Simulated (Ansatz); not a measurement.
Reaction R1 + R2 → P1 + P2, each structure at its B3LYP-D3(BJ)/def2-TZVP stationary point, reached from a drawn start (curvature not checked).
R1, C2H6 (SMILES CC) (charge 0, multiplicity 1):
```xyz
8

C      0.0000     0.0000     0.7631
C      0.0000     0.0000    -0.7631
H      0.0000     1.0171     1.1602
H     -0.8808    -0.5086     1.1602
H      0.8808    -0.5086     1.1602
H      0.0000    -1.0171    -1.1602
H     -0.8808     0.5086    -1.1602
H      0.8808     0.5086    -1.1602
```
P1: C2H5 (SMILES [CH2]C), charge 0, multiplicity 2.
R2: F atom, charge 0, multiplicity 2.
P2: HF (SMILES F), charge 0, multiplicity 1.

P less R. No zero-point or thermal terms; singlets are restricted closed shells; open shells are unrestricted; no spin–orbit coupling.

Frozen-core correlation throughout.

Run with Ansatz (Gaussian orbitals). All values are computed, each at the level named.

| level | reaction energy (kcal/mol) |
|---|---|
| HF/cc-pVTZ | -12.63 |
| PBE/def2-TZVPP | -36.07 |
| revPBE/def2-TZVPP | -34.18 |
| BHLYP/def2-TZVPP | -25.54 |
| wB97X-V/def2-TZVPP | -29.45 |
| B2PLYP/def2-TZVPP | -31.36 |
| MP2/cc-pVTZ | -33.29 |
| CCSD/cc-pVDZ | [?] |
| CCSD(T)/cc-pVQZ | [?] |

Q: What belongs in the gaps?

A: 
- CCSD/cc-pVDZ, reaction energy (kcal/mol): -21.28
- CCSD(T)/cc-pVQZ, reaction energy (kcal/mol): -31.27

Ansatz is an electronic-structure program.
